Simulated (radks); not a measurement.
Results of a calculation; reference values are marked as such.
Question: The mean radii <r> (bohr) of the occupied orbitals of an atom or ion are listed with their occupations. Code: a radial shooting solver on a logarithmic mesh with Libxc functionals. Model: scalar-relativistic Kohn-Sham, exchange-only LDA, spin-polarised, spherical densities, point nucleus.

orbital  occ.      <r>
1s up       1  0.01659
1s down     1  0.01659
2s up       1  0.06995
2s down     1  0.06994
2p up       3  0.06330
2p down     3  0.06329
3s up       1   0.1795
3s down     1   0.1794
3p up       3   0.1805
3p down     3   0.1804
3d up       5   0.1632
3d down     5   0.1631
4s up       1   0.3690
4s down     1   0.3691
4p up       3   0.3831
4p down     3   0.3834
4d up       5   0.3835
4d down     1   0.3839

Name the element and its charge. Open shells, if any, are filled with parallel spins first.

Answer: Z = 80, mercury, charge +38: Hg38+ in [Kr] 4d6. The 1s radius gives Z: for a bare nucleus <r> = (2 gamma + 1)/(2Z) with gamma = sqrt(1 - (Z/c)^2), 0.0164 bohr for Z = 80, and screening makes it slightly larger (0.01659 here). The occupations add up to 42, and the charge is Z minus that.
